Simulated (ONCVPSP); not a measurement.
Ir: one change to an ONCV potential, before and after

* Element: iridium (Ir)
* Generator: ONCVPSP 4.0.1
* Type: optimised norm-conserving Vanderbilt (ONCV)
* Functional: LDA (Perdew-Zunger)
* Relativity: scalar-relativistic
* Frozen core: [Kr] 4d10 4f14
* Valence charge: 17
* Reference configuration: 5s2 5p6 5d7 6s1 (charge +1)
* Partial waves: 5s+6s: rc 1.90 bohr, ncon 4, nbas 7, qcut 7.6 1/bohr, 2 projectors; 5p: rc 1.40 bohr, ncon 3, nbas 6, qcut 11.5 1/bohr, 2 projectors, debl 1.1 Ha; 5d: rc 2.00 bohr, ncon 4, nbas 9, qcut 7.4 1/bohr, 3 projectors, debl 2.7 Ha; f scattering state at 0.18 Ha: rc 1.55 bohr, ncon 3, nbas 7, qcut 6.5 1/bohr, 2 projectors, debl 2.8 Ha
* Local potential: polynomial inside 1.40 bohr (lpopt 3, dvloc0 0 Ha)
* Core correction: Teter function, fcfact 2.5, rcfact 1.25

In the p channel the program set the typed energies aside and used -2.327, 0.250 Ha.

Change: local potential polynomial inside 1.40 bohr (lpopt 3, dvloc0 -2.5 Ha).

Cutoffs: the cutoffs (Ha) at which the residual kinetic energy of the hardest occupied pseudo-wave falls to 1 and 0.1 mHa per electron; they do not see the model core or the augmentation charge, which bear on the density cutoff. Errors are all-electron minus pseudo energies relative to the spin-unpolarised reference configuration.

Q: How do hardness, ghosts and transferability respond?

A: The potential gets neither clearly harder nor softer (40 Ha and 47 Ha → 40 Ha and 47 Ha); the bound ghost in f disappears; the errors of the 4 common tests hardly move. In the separable form a ghost depends on how the local part lies against the semilocal potential of the channel, so the choice of the local part can create or remove one.

| quantity | base | changed |
| --- | --- | --- |
| cutoff, loose | 40 Ha | 40 Ha |
| cutoff, tight | 47 Ha | 47 Ha |
| bound ghosts | f | none |
| GHOST(+) flags under 300 eV | none | none |
| error for 5s2 5p6 5d7 6s2, meV [ΔE -10.19 eV] | +2.0 | +2.1 |
| error for 5s2 5p6 5d7 6s0, meV [ΔE 17.85 eV] | -8.7 | -8.7 |
| error for 5s2 5p6 5d6 6s0, meV [ΔE 48.69 eV] | -15 | -15 |
| error for 5s2 5p6 5d5 6s0, meV [ΔE 92.57 eV] | -30 | -30 |
| s: phases at 1.93 bohr within 0.05 rad from the reference energy up to (Ha; the scan ends near 5) | to the end of the scan | 4.8 |
| p: phases at 1.42 bohr within 0.05 rad from the reference energy up to (Ha; the scan ends near 5) | to the end of the scan | to the end of the scan |
| d: phases at 2.03 bohr within 0.05 rad from the reference energy up to (Ha; the scan ends near 5) | to the end of the scan | to the end of the scan |
| f: phases at 1.58 bohr within 0.05 rad from the reference energy up to (Ha; the scan ends near 5) | to the end of the scan | to the end of the scan |
| rms error of d²Exc/dni dnj with the model core, mHa | 3.38 | 3.38 |

Base: The cutoffs count occupied waves only; projector 2 of the f channel, the hardest unoccupied one, needs 138 Ha at the loose tolerance. Changed file: The cutoffs count occupied waves only; projector 2 of the f channel, the hardest unoccupied one, needs 138 Ha at the loose tolerance. A true bound ghost makes a file unfit for plane-wave use even where its test errors are small: the radial tests pick states by their node count and pass the ghost by.
